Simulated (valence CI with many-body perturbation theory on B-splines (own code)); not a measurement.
Hf41+ in three bases

Computed by configuration interaction combined with many-body perturbation theory (CI+MBPT): three valence electrons over a frozen Dirac-Fock core [Ar] 3d10, radial functions for each j: 9 s, 9 p, 8 d, 6 f, 3 g, 1 h, with the one-electron correlation potential Σ1 (screened to all orders), the two-electron term Σ2, the three-electron term Σ3, Breit, model QED; selected single and double excitations, second order for the rest, scaled by the run's own slope (own B-spline code, finite nucleus).

No measured spectrum was set against this ion. As an estimate, large intervals hold to a few tenths of a per cent, small ones and those within an open d or f shell to about a per cent.

The reference run has the lowest level (4s^2 4p1/2) J=1/2 and an ionisation energy of 2022.89 eV. Its largest variational space holds 8832 state functions.

Levels are named by their leading jj configuration (3d3/2^4 stands for four electrons in 3d with j = 3/2), which in mixed levels can hold well under half, so a name can repeat and another be missing. Letters in brackets count levels of one name in rising energy.

Changed runs:
A. basis 6 s, 6 p, 5 d, 3 f, 1 g
B. basis 5 s, 5 p, 4 d, 2 f

Excitation energies of the reference run in cm⁻¹, and shifts in cm⁻¹:

| Level | Reference | A | B |
| --- | --- | --- | --- |
| (4s^2 4p3/2) J=3/2 | 683842 | -33 | -68 |
| (4s 4p1/2^2) J=1/2 | 739409 | -25 | -26 |
| (4s 4p1/2 4p3/2) J=3/2 [a] | 1323100 | -182 | -647 |
| (4s 4p1/2 4p3/2) J=5/2 | 1387450 | -63 | -143 |
| (4s 4p1/2 4p3/2) J=3/2 [b] | 1479420 | +32 | +276 |
| (4s 4p1/2 4p3/2) J=1/2 | 1500380 | +45 | +340 |
| (4s^2 4d3/2) J=3/2 | 1920500 | +150 | +904 |
| (4s 4p3/2^2) J=5/2 | 1992110 | -128 | -374 |
| (4s^2 4d5/2) J=5/2 | 2121740 | +171 | +1039 |
| (4s 4p3/2^2) J=1/2 | 2184230 | +88 | +594 |
| (4s 4p3/2^2) J=3/2 | 2214120 | +100 | +666 |
| (4p1/2^2 4p3/2) J=3/2 | 2223260 | -37 | -10 |
| Ionisation energy (eV) | 2022.89 | -0.023 | -0.09 |
